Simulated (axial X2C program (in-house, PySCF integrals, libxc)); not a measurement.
**Nuclear properties of RuCl⁻**

Computed with an axial X2C code built on PySCF integrals: two-component X2C with atomic mean-field Coulomb and Gaunt terms, Gaussian nuclei, basis Ru dyall-acv3z, Cl dyall-av3z with contracted cores.

R = 2.446 Å (near the PBE0 minimum at charge -1 of the determinant lowest at the starting distance; the state shown can have its own minimum elsewhere).

Determinant lowest in the PBE0 search, Ω = 4 (⟨Sz⟩ = 1.99, ⟨Lz⟩ = 2.01 at PBE0), spin on the atoms Ru 1.96, Cl 0.03:

```csv
level,Eeff magnitude (GV/cm),Ws magnitude Ru (kHz),A∥/gI Ru (MHz),qzz Ru (a.u.),A∥/gI Cl (MHz),qzz Cl (a.u.)
PBE0,3.42,0.479,404,-1.03,14.4,0.76
HF,2.88,0.415,180,-2.08,10.5,0.60
r2SCAN,3.7,0.516,404,-1.00,17.8,0.70
TPSSh,3.37,0.473,425,-1.01,15.4,0.75
PBE,3.13,0.445,441,-0.61,14,0.74
```

Determinant 0.43 eV from it at PBE0 and this distance, Ω = 2 (⟨Sz⟩ = 1.98, ⟨Lz⟩ = 0.02 at PBE0), spin on the atoms Ru 1.96, Cl 0.02:

```tsv
level	Eeff magnitude (GV/cm)	Ws magnitude Ru (kHz)	A∥/gI Ru (MHz)	qzz Ru (a.u.)	A∥/gI Cl (MHz)	qzz Cl (a.u.)
PBE0	2.34	0.677	701	-4.93	32.6	0.93
HF	1.58	0.515	305	-5.07	16.1	0.63
r2SCAN	2.52	0.733	723	-4.93	35.2	0.87
TPSSh	2.34	0.676	730	-4.88	33.1	0.94
PBE	2.15	0.62	791	-4.82	36.5	1.07
```

Eeff is the effective electric field on the electron electric dipole moment in this Ω state and Ws the scalar–pseudoscalar constant of the nucleus named (defined with the proton number Z and per Ω); A∥ (defined per Ω) follows by multiplying with gI = μI/(I μN); qzz is the electric field gradient, eQq0 = 234.96 MHz × Q/barn × qzz. The operators were transformed with the bare-nucleus X2C matrices; with these basis sets, hyperfine constants and field gradients can be off by tens of per cent, and where levels differ in sign neither size nor sign is settled.

Question: With gI(35Cl) = 0.5479, Q(35Cl) = -0.08112 barn (g factors from the IAEA table of nuclear moments by Stone; Q from Pyykkö, Mol. Phys. 2018), turn the PBE0 values of the first state into constants in MHz.

Answer: A∥(35Cl) = 14.4 × 0.5479 = 7.89 MHz; eQq0(35Cl) = 234.96 × (-0.08112) × (0.76) = -14.5 MHz.

Each state is one determinant with collinear spin, which with several unpaired electrons need not be a pure state. Unrestricted Hartree–Fock can overshoot spin polarisation at the nuclei. For an anion, determinants above electron detachment, or with a positive highest level, are held by the basis set. With several open shells hyperfine constants can be off by a factor of several. Open-shell Ω = 0 determinants with evenly filled partner blocks cannot be reached by this program, so the Ω shown need not be the lowest component. States lie within half an eV, so the first need not be the ground state. Further determinants of the search, some of them spin-mixed, are not shown. Where a field gradient or hyperfine factor spreads by more than a factor of two over the levels, a constant derived from it is not to be relied on. PBE0 term energies can be off by some tenths of an eV.
